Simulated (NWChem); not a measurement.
Molecule: GeH$_{2}$S, singlet; SMILES [GeH][SH]

Results from NWChem. Pople sets run with spherical d functions. Low-valent species are run as closed-shell singlets; no triplet was tried in these runs. Structure relaxed at the B3LYP/6-31G* (spherical d) level. Level SCAN/6-31G*: energy and gradient on several grids; changes count from the extra-fine grid, which is no exact limit either.

| grid | size of the energy change (μHa) | largest change of a gradient component (μHa/bohr) |
|---|---|---|
| xcoarse | 8000 | 3000 |
| coarse | 3000 | 500 |
| medium | 500 | 300 |
| fine | 2000 | 90 |
| xfine | < 10 | < 30 |
